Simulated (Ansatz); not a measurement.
SiMe(OiPr)3 (C₁₀H₂₄O₃Si), relaxed as a singlet with RKS PBE-D4/def2-SVP in Ansatz, starting from the GFN2-xTB geometry. Force threshold 0.03 eV/Å.

Start:

| atom | x (Å) | y (Å) | z (Å) |
| --- | --- | --- | --- |
| Si1 | 0.400 | 0.264 | 0.313 |
| C2 | 1.694 | 1.153 | 1.404 |
| H3 | 1.665 | 2.229 | 1.259 |
| H4 | 2.704 | 0.824 | 1.176 |
| H5 | 1.525 | 0.965 | 2.461 |
| O6 | 0.686 | -1.332 | 0.246 |
| C7 | 0.517 | -2.304 | 1.257 |
| C8 | 1.498 | -3.441 | 0.987 |
| C9 | -0.928 | -2.791 | 1.265 |
| H10 | 0.746 | -1.850 | 2.230 |
| H11 | 1.288 | -3.883 | 0.016 |
| H12 | 1.407 | -4.205 | 1.754 |
| H13 | 2.516 | -3.061 | 0.982 |
| H14 | -1.586 | -1.937 | 1.397 |
| H15 | -1.160 | -3.266 | 0.314 |
| H16 | -1.085 | -3.503 | 2.071 |
| O17 | 0.419 | 0.845 | -1.201 |
| C18 | 1.442 | 0.787 | -2.171 |
| C19 | 1.165 | 1.874 | -3.206 |
| C20 | 1.488 | -0.598 | -2.806 |
| H21 | 2.404 | 0.989 | -1.681 |
| H22 | 0.202 | 1.694 | -3.677 |
| H23 | 1.940 | 1.873 | -3.968 |
| H24 | 1.140 | 2.849 | -2.727 |
| H25 | 1.608 | -1.341 | -2.024 |
| H26 | 0.555 | -0.793 | -3.328 |
| H27 | 2.315 | -0.666 | -3.508 |
| O28 | -1.099 | 0.454 | 0.904 |
| C29 | -1.828 | 1.640 | 1.137 |
| C30 | -2.949 | 1.311 | 2.119 |
| C31 | -2.372 | 2.194 | -0.175 |
| H32 | -1.156 | 2.382 | 1.590 |
| H33 | -3.613 | 0.569 | 1.684 |
| H34 | -3.519 | 2.207 | 2.352 |
| H35 | -2.533 | 0.906 | 3.038 |
| H36 | -1.549 | 2.337 | -0.868 |
| H37 | -3.070 | 1.484 | -0.611 |
| H38 | -2.878 | 3.140 | -0.006 |

```json
{"step": "1", "energy (eV)": "-24744.7139", "largest force component (eV/Å)": "2.006", "SCF passes": "21"}
{"step": "2", "energy (eV)": "-24745.0034", "largest force component (eV/Å)": "1.184", "SCF passes": "20"}
{"step": "3", "energy (eV)": "-24745.0633", "largest force component (eV/Å)": "0.300", "SCF passes": "19"}
{"step": "4", "energy (eV)": "-24745.0680", "largest force component (eV/Å)": "0.123", "SCF passes": "18"}
{"step": "5", "energy (eV)": "-24745.0781", "largest force component (eV/Å)": "0.084", "SCF passes": "19"}
{"step": "6", "energy (eV)": "-24745.0818", "largest force component (eV/Å)": "0.018", "SCF passes": "19"}
{"step": "7", "energy (eV)": "-24745.0837", "largest force component (eV/Å)": "0.135", "SCF passes": "19"}
{"step": "8", "energy (eV)": "-24745.0851", "largest force component (eV/Å)": "0.045", "SCF passes": "20"}
{"step": "9", "energy (eV)": "-24745.0861", "largest force component (eV/Å)": "0.022", "SCF passes": "19"}
{"step": "10", "energy (eV)": "-24745.0873", "largest force component (eV/Å)": "0.054", "SCF passes": "19"}
{"step": "11", "energy (eV)": "-24745.0880", "largest force component (eV/Å)": "0.039", "SCF passes": "19"}
{"step": "12", "energy (eV)": "-24745.0889", "largest force component (eV/Å)": "0.024", "SCF passes": "19"}
{"step": "13", "energy (eV)": "-24745.0893", "largest force component (eV/Å)": "0.023", "SCF passes": "19"}
```

Force components are those of the run's own axes.

End:

| atom | x (Å) | y (Å) | z (Å) |
| --- | --- | --- | --- |
| Si1 | 0.3475 | 0.2266 | 0.2816 |
| C2 | 1.6159 | 1.0683 | 1.3759 |
| H3 | 1.3851 | 2.1461 | 1.5015 |
| H4 | 2.6331 | 0.9876 | 0.9406 |
| H5 | 1.6411 | 0.6061 | 2.3842 |
| O6 | 0.6330 | -1.4170 | 0.1792 |
| C7 | 0.5002 | -2.3441 | 1.2676 |
| C8 | 1.5781 | -3.4104 | 1.1056 |
| C9 | -0.9159 | -2.9167 | 1.2781 |
| H10 | 0.6730 | -1.8113 | 2.2355 |
| H11 | 1.4396 | -3.9483 | 0.1451 |
| H12 | 1.5344 | -4.1500 | 1.9303 |
| H13 | 2.5856 | -2.9493 | 1.0992 |
| H14 | -1.6550 | -2.0988 | 1.3812 |
| H15 | -1.1165 | -3.4495 | 0.3258 |
| H16 | -1.0511 | -3.6310 | 2.1159 |
| O17 | 0.3797 | 0.8481 | -1.2687 |
| C18 | 1.4762 | 0.7491 | -2.1890 |
| C19 | 1.4611 | 1.9987 | -3.0638 |
| C20 | 1.3600 | -0.5468 | -2.9917 |
| H21 | 2.4396 | 0.7285 | -1.6205 |
| H22 | 0.5090 | 2.0523 | -3.6316 |
| H23 | 2.3008 | 1.9885 | -3.7877 |
| H24 | 1.5429 | 2.9125 | -2.4418 |
| H25 | 1.3542 | -1.4196 | -2.3102 |
| H26 | 0.4118 | -0.5508 | -3.5682 |
| H27 | 2.2049 | -0.6516 | -3.7030 |
| O28 | -1.1988 | 0.4264 | 0.8808 |
| C29 | -1.8869 | 1.6750 | 1.0389 |
| C30 | -2.8212 | 1.5399 | 2.2372 |
| C31 | -2.6189 | 2.0283 | -0.2565 |
| H32 | -1.1459 | 2.4838 | 1.2594 |
| H33 | -3.5630 | 0.7353 | 2.0513 |
| H34 | -3.3689 | 2.4858 | 2.4238 |
| H35 | -2.2504 | 1.2771 | 3.1505 |
| H36 | -1.9013 | 2.0917 | -1.0976 |
| H37 | -3.3638 | 1.2413 | -0.4966 |
| H38 | -3.1492 | 2.9982 | -0.1621 |

By distances, no bond broke or formed. The bond that changes most is Si1–O17, from 1.62 to 1.67 Å (atoms count from 1).

The force fell under the threshold at step 6, but the optimiser went on and released 0.008 eV more. No frequencies were taken in this run, so the end may be a saddle point.

Run time 65 s (2 threads of AMD EPYC 7R13 on a shared host and a share (18 GiB) of an NVIDIA H100 80GB HBM3), peak host memory 0.98 GiB.
